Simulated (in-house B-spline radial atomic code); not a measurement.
The cobalt ion Co⁺ is squeezed into an impenetrable sphere of radius R (the orbitals vanish at R). Method: Dirac-Hartree-Fock, average of configuration, Fermi nucleus of rms radius 3.7875 fm. Calculated with a B-spline radial code for spherical atoms.

Energies in eV above the free ion in [Ar] 3d8:

```tsv
R (bohr)	highest level (eV)	[Ar] 3d8	[Ne] 3s2 3p5 3d9
7.8	-19.5	0.0006191	63.53
5.52	-19.4	0.05586	63.58
4.97	-19.3	0.1601	63.68
4.36	-18.9	0.51	64.04
3.89	-18.2	1.247	64.8
3.27	-16.2	4.142	67.86
2.8	-12.9	10.76	74.94
2.17	-1.4	45.04	111.5
1.87	11.9	99.61	168.7
1.3	87.6	596.3	672.9
```

**Question.** Does [Ne] 3s2 3p5 3d9 fall below [Ar] 3d8 under compression?

**Answer.** No, it stays above over the whole range.

The highest level is first positive in the row R = 1.87 bohr, pushed up by confinement above the zero of the free ion's potential. Each configuration is held fixed and needn't be the lowest in the sphere.
